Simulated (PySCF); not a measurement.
A structure optimised at PBE-D3(BJ)/def2-SVP, used in a PySCF frequency run:

```
C
C 1 1.3541
H 1 1.1030 2 120.36
H 2 1.1039 1 117.63 3 180.00
C 1 1.4561 3 115.48 2 180.00
C 5 1.3504 1 126.46 3 0.00
F 5 1.3550 6 119.09 1 180.00
H 6 1.0975 5 119.88 7 180.00
H 6 1.0982 8 119.38 5 180.00
C 2 1.4942 4 117.24 1 180.00
H 10 1.1079 2 112.20 4 180.00
H 10 1.1120 11 108.16 2 -122.92
H 10 1.1120 11 108.16 12 -114.15
```

### Question
Write its SMILES, formula and point group.

### Answer
C=C(F)/C=C/C, C₅H₇F, Cs

### Question
What are its rotational constants (standard atomic weights)?

### Answer
9.0564, 1.8947, 1.5824 GHz
